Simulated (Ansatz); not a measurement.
Calculation: frozen-core CCSD(T)/cc-pVTZ // B3LYP-D3(BJ)/def2-SVP in Ansatz (a program for electronic structure). The restricted HF reference is unstable towards unrestricted orbitals.

Ansatz 0.2 input:
```yaml
crystal:
  periodic: [false, false, false]
  atoms:
    - { symbol: B, position_ang: [2.200934, -0.3191, -0.114204] }
    - { symbol: C, position_ang: [0.688617, -0.249524, -0.037706] }
    - { symbol: S, position_ang: [-0.325528, -1.680147, -0.006046] }
    - { symbol: C, position_ang: [-1.769783, -0.758567, 0.078339] }
    - { symbol: C, position_ang: [-1.532545, 0.600393, 0.084537] }
    - { symbol: C, position_ang: [-0.144992, 0.866626, 0.01877] }
    - { symbol: F, position_ang: [0.322782, 2.108771, 0.011922] }
    - { symbol: H, position_ang: [2.843549, 0.699184, -0.132825] }
    - { symbol: H, position_ang: [2.758595, -1.387381, -0.156185] }
    - { symbol: H, position_ang: [-2.740718, -1.251689, 0.12027] }
    - { symbol: H, position_ang: [-2.300911, 1.371433, 0.133129] }
basis:
  gaussian: { orbitals: cc-pVTZ }
correlation:
  method: ccsd_t
```

Output:

```
Functional definition: HF
1590 factors; integrals over basis functions are off by at most 1.3e-3 eV
mean field evaluation 1: about -18378.3666 eV, gradient 3.4e1 eV
mean field evaluation 2: about -18378.8163 eV, gradient 3.4e1 eV
mean field evaluation 4: about -18382.1794 eV, gradient 4.7e0 eV
mean field evaluation 8: about -18382.2607 eV, gradient 4.6e-1 eV
mean field evaluation 16: about -18382.2628 eV, gradient 3.0e-6 eV
mean field -18382.26276813 eV, -675.5356967836 hartree, gradient 3.0e-6 eV, S^2 0.000000; 0 other end points of the search recorded, 0 dependent functions left out; unrestricted orbitals would lower it
11 core orbitals not correlated
reference -18382.26276813 eV, -675.5356967836 hartree; 18, 18 occupied and 241, 241 virtual orbitals, 1590 factors
second order -31.25446933 eV of doubles, -0.00000000 eV of singles
cycle   1  -30.95744853 eV  change    3.0e-1 eV  update   1.4e-1
cycle   2  -31.80753443 eV  change   -8.5e-1 eV  update   4.4e-2
cycle   3  -32.00052030 eV  change   -1.9e-1 eV  update   2.1e-2
cycle   4  -31.98346320 eV  change    1.7e-2 eV  update   5.9e-3
cycle   5  -31.98053968 eV  change    2.9e-3 eV  update   3.4e-3
cycle   6  -31.98241174 eV  change   -1.9e-3 eV  update   1.3e-3
cycle   7  -31.98172837 eV  change    6.8e-4 eV  update   6.4e-4
cycle   8  -31.98146317 eV  change    2.7e-4 eV  update   2.6e-4
cycle   9  -31.98163234 eV  change   -1.7e-4 eV  update   9.5e-5
cycle  10  -31.98162950 eV  change    2.8e-6 eV  update   4.0e-5
perturbative correction -1.62957674 eV, -0.0598858406 hartree
Total energy: -18415.87397437 eV, -676.7708858304 hartree
```

Cost: around 25 core-minutes (rough).
